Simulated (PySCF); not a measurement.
sulfur hexafluoride (F6S), SMILES FS(F)(F)(F)(F)F.

Geometry optimised at TPSSh-D3(BJ)/def2-SVP.

These are TPSSh-D3(BJ)/def2-SVP in PySCF values and carry that method's errors.

Frequencies are harmonic and unscaled.

Modes within 1.5 cm⁻¹ of each other (mostly degenerate sets) share a row, with their intensities summed.

```json
[
 {"mode": "1–3", "ν (cm⁻¹)": "332", "IR (km/mol)": "0.0", "moving atoms (share of kinetic energy)": "F 100 %"},
 {"mode": "4–6", "ν (cm⁻¹)": "486", "IR (km/mol)": "0.0", "moving atoms (share of kinetic energy)": "F 100 %"},
 {"mode": "7–9", "ν (cm⁻¹)": "582", "IR (km/mol)": "100.7", "moving atoms (share of kinetic energy)": "F 86 %, S 14 %"},
 {"mode": "10–11", "ν (cm⁻¹)": "663", "IR (km/mol)": "0.0", "moving atoms (share of kinetic energy)": "F 100 %"},
 {"mode": "12", "ν (cm⁻¹)": "753", "IR (km/mol)": "0.0", "moving atoms (share of kinetic energy)": "F 100 %"},
 {"mode": "13–15", "ν (cm⁻¹)": "1006", "IR (km/mol)": "1262.8", "moving atoms (share of kinetic energy)": "S 64 %, F 36 %"}
]
```
